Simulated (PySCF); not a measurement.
## Hf²⁺: excitation energy

Hf²⁺ [Xe] 4f14 5d2 (3F) → Hf²⁺ [Xe] 4f14 5d1 6p1 (high-spin determinant), as a difference of total energies. Computed with PySCF 2.14 in aug-cc-pVTZ-PP with one added diffuse shell each of s, p, d, f, g type with ECP60MDF (7s7p6d4f3g, 113 functions), with scalar relativity through the core potential. Correlated levels: valence: 5s2 5p6 frozen. The calculations carry no spin-orbit coupling.

| method | excitation energy (eV) |
| --- | --- |
| UHF | 5.703 |
| LDA | 5.581 |
| PBE0 | 5.761 |
| r2SCAN | 5.820 |
| TPSS | 5.666 |
| CAM-B3LYP | 5.781 |
| r2SCANh | 5.856 |
| MP2 (valence) | 5.706 |
| SCS-MP2 (valence) | 5.704 |

The determinant of the upper state mixes LS terms, which raises its energy above the lowest term, most at the Hartree-Fock and MP2 levels.
